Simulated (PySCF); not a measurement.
GaH₅OSi, SMILES [O]([SiH3])[GaH2]. Atoms are numbered in the order given.

```xyz
8

Ga    -0.0476    -1.1918     0.0000
H     -1.5945    -1.4213     0.0000
H      1.1202    -2.2231     0.0000
O      0.4911     0.5114     0.0000
Si    -0.0850     2.0600     0.0000
H      0.3975     2.7860    -1.2142
H     -1.5846     2.0863     0.0000
H      0.3975     2.7860     1.2142
```
Charge 0, spin multiplicity 1.

The structure is a stationary point at PBE0-D3(BJ)/def2-SVP.

Method: HF/def2-TZVPD (PySCF).

Symmetry labels are those of the subgroup Cs that the program uses (full group Cs).

Computed valence orbital energies around the gap with their symmetry:
```json
[
 {"orbital": "HOMO−7", "symmetry": "A'", "energy (eV)": "-19.59"},
 {"orbital": "HOMO−6", "symmetry": "A'", "energy (eV)": "-16.76"},
 {"orbital": "HOMO−5", "symmetry": "A'", "energy (eV)": "-14.83"},
 {"orbital": "HOMO−4", "symmetry": "A\"", "energy (eV)": "-14.50"},
 {"orbital": "HOMO−3", "symmetry": "A'", "energy (eV)": "-14.08"},
 {"orbital": "HOMO−2", "symmetry": "A'", "energy (eV)": "-12.36"},
 {"orbital": "HOMO−1", "symmetry": "A\"", "energy (eV)": "-12.02"},
 {"orbital": "HOMO", "symmetry": "A'", "energy (eV)": "-11.70"},
 {"orbital": "LUMO", "symmetry": "A\"", "energy (eV)": "1.06"},
 {"orbital": "LUMO+1", "symmetry": "A'", "energy (eV)": "1.48"},
 {"orbital": "LUMO+2", "symmetry": "A'", "energy (eV)": "1.93"},
 {"orbital": "LUMO+3", "symmetry": "A'", "energy (eV)": "2.26"}
]
```
